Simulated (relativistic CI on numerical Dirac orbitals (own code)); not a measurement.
**One change at a time: Bi XXXVII**

Base calculation: Dirac-Coulomb-Breit CI, KLI orbitals optimised for each configuration, QED by a radiative potential, unscaled Slater integrals.

Configurations in the expansion (outside the closed core [Ar] 3d10): 4s²4p⁶4d¹⁰4f, 4s²4p⁶4d⁹4f², 4s²4p⁶4d¹⁰5s, 4s²4p⁵4d¹⁰4f², 4s²4p⁶4d¹⁰5p, 4s4p⁶4d¹⁰4f², 4s²4p⁶4d¹⁰5d, 4s²4p⁶4d⁹4f5s, 4s²4p⁶4d¹⁰5f, 4s²4p⁶4d⁹4f5p, 4s²4p⁶4d¹⁰5g, 4s²4p⁶4d¹⁰6s, 4s²4p⁶4d¹⁰6p, 4s²4p⁵4d¹⁰4f5s, 4s²4p⁶4d¹⁰6d, 4s²4p⁶4d⁹4f5f, 4s²4p⁶4d¹⁰6f, 4s²4p⁶4d¹⁰7s, 4s4p⁶4d¹⁰5s², 4s²4p⁶4d¹⁰7d, 4s²4p⁵4d¹⁰4f5d. Double excitations out of closed p, d and f shells are left out; levels of such configurations are missing from the list, as are those of other unlisted configurations, and high levels can miss mixing partners.

The lowest level and the first level of each name with at least 55 % of one term (blank where a level has no safe partner in the second run):

```tsv
Level	Base (cm⁻¹)	Shift (cm⁻¹)
4s²4p⁶4d¹⁰4f ²F°5/2	0	0
4s²4p⁶4d¹⁰4f ²F°7/2	64708	-122
4s²4p⁶4d⁹4f² ⁴F3/2	1910868	-491
4s²4p⁶4d⁹4f² ⁴F9/2	1991427	-635
4s²4p⁶4d⁹4f² ⁴K15/2	2002576	-590
4s²4p⁶4d⁹4f² ⁴K17/2	2029644	-654
4s²4p⁶4d⁹4f² ²D3/2	2048624	-558
4s²4p⁶4d⁹4f² ²L17/2	2080475	-706
4s²4p⁶4d⁹4f² ²F7/2	2081320	-692
4s²4p⁶4d⁹4f² ⁴I15/2	2085866	-645
4s²4p⁶4d⁹4f² ²I13/2	2086304	-699
4s²4p⁶4d⁹4f² ²K15/2	2147925	-604
4s²4p⁶4d⁹4f² ⁴K11/2	2192983	-700
```

At this charge energies of transitions that change n are usually good to better than 1 %, and those within a shell (Δn = 0) to a few per cent.

Task: One thing was changed in a second run, which moved the levels as shown. Which?
A. QED terms removed
B. valence Slater integrals scaled by 0.9
C. non-relativistic limit
D. Breit term removed
E. configuration mixing switched off
F. one mean potential for all configurations

Result: F. One mean potential for all configurations. One potential for all configurations removes the relaxation of the orbitals, which moves whole configurations and changes the integrals a little.

LS names give the leading component of a level, which can be under half, so a name can repeat, a term be missing and a line seem to break the LS rules.
